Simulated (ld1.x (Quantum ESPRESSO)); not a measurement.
Building the TM potential for platinum (Pt) (LDA (PZ), scalar-relativistic).

* Element: platinum (Pt)
* Generator: ld1.x (Quantum ESPRESSO) 7.5
* Type: norm-conserving Troullier–Martins (Kleinman–Bylander form)
* Functional: LDA (PZ)
* Relativity: scalar-relativistic
* Frozen core: [Kr] 4d10 4f14 5s2
* Valence charge: 16
* Reference configuration: 5p6 5d9 6s0.75 6p0.25
* Partial waves: 6s (bound): rc 1.95 bohr; 5p (bound): rc 1.40 bohr; 5d (bound): rc 2.25 bohr
* Local potential: all-electron potential smoothed inside 1.15 bohr (lloc = -1)
* Core correction: none

Occupied shells without a wave of their own: 6p. They enter only through the test configuration that unscreens the potential.

Calculated quality:

```
Cutoffs needed      : 70 Ry and 120 Ry (the cutoffs (Ry, on a coarse ladder) from which the occupation-weighted sum of valence levels, in a spherical-Bessel basis at the reference potential, stays within 10 and 1 mRy of its value at 400 Ry)
Ghost test          : ghost state, extra bound levels that the all-electron valence spectrum of the same l lacks: s at -277.4 eV; a true bound ghost makes a file unfit for plane-wave use (spherical-Bessel basis up to 400 Ry, 20 bohr box)
Configuration tests : 2 of 9 tests not solved or not reliable; not counted: 5p6 5d8 6s1 6p1 (solver errors, printed error -10.9 eV); 5p5 5d9 6s1 6p0 (solver errors, printed error -4.3 eV)
```

Generation and tests took about 3.4 s on one core of a shared server CPU.
